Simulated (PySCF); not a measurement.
Isomers of C8H9P, one conformer each; single-point electronic energies without zero-point terms and without any empirical dispersion term.

All values: PBE0/pcSseg-1 (PySCF, non-relativistic), each on one gas-phase PBE0-D3(BJ)/def2-SVP geometry that isn't relaxed in the solvent. The solvent is an IEF-PCM continuum (van der Waals radii × 1.2). Only the electrostatic response of the medium enters.

| isomer | relative energy, gas (kcal/mol) | dipole (D) |
| --- | --- | --- |
| `C=CC1=PC=C(C)C=C1` | 0.0 | 2.04 |
| `C=Cc1ccpcc1C` | 1.0 | 2.12 |
| `C1=CC(C2CC2)=CC=P1` | 5.1 | 2.52 |
| `c1ccc(C2CC2)pc1` | 5.5 | 1.46 |

Q: How do the relative energies look in cyclohexane (ε = 2.017)?

A: 
```
              isomer  relative energy, solvent (kcal/mol)  E(solvent) − E(gas) (kcal/mol)  dipole in solvent (D)
 `C=CC1=PC=C(C)C=C1`                                  0.0                            -1.5                   2.37
      `C=Cc1ccpcc1C`                                  1.1                            -1.5                   2.47
`C1=CC(C2CC2)=CC=P1`                                  5.1                            -1.5                   2.90
   `c1ccc(C2CC2)pc1`                                  5.7                            -1.4                   1.70
```

The order is unchanged. Conformers: `[CH2:1]=[CH:2][c:3]1[cH:4][cH:5][c:6]([CH3:7])[cH:8][p:9]1` with C1–C2–C3–C4 3°; `[CH2:1]=[CH:2][c:3]1[cH:4][cH:5][p:6][cH:7][c:8]1[CH3:9]` with C1–C2–C3–C4 -32°; `[cH:1]1[cH:2][c:3]([CH:4]2[CH2:5][CH2:6]2)[cH:7][cH:8][p:9]1` with C2–C3–C4–C5 -145°; `[cH:1]1[cH:2][cH:3][c:4]([CH:5]2[CH2:6][CH2:7]2)[p:8][cH:9]1` with C3–C4–C5–C6 -145°. The gains span 0.1 kcal/mol, the gas-phase energies 5.5 kcal/mol.
